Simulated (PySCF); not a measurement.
Sn(Cl)(NH2) (ClH2NSn), SMILES [Sn]([NH2])[Cl] (connectivity only; charge and spin as stated), neutral, multiplicity 1. Atoms are numbered in the order given.

```xyz
5

Sn    -0.3825     0.4399     0.0000
Cl     0.2502    -1.8886     0.0000
N      1.5329     1.0855     0.0000
H      1.8152     2.0548     0.0000
H      2.3260     0.4593     0.0000
```

Geometry: B3LYP-D3(BJ)/def2-TZVP. The def2 effective core potentials stand for the cores of Sn; spin–orbit coupling is left out. Other conformers were not sampled.

The numbers are results of M06-2X/def2-TZVPD (PySCF), not measurements.

Isolated molecule, no solvent.

Computed frontier levels, gap, dipole moment and polarisability:
| Property | Value |
|---|---|
| highest occupied level | -8.64 eV |
| lowest empty level | -1.44 eV |
| orbital gap | 7.20 eV |
| dipole moment | 3.33 D |
| quadrupole, principal values (traceless, Buckingham form, about the centre of nuclear charge) | -4.56, 1.35, 3.20 D·Å |
| mean static polarisability | 67.1 bohr³ (9.94 Å³) |
| polarisability, principal values | 54.1, 67.1, 80.0 bohr³ |
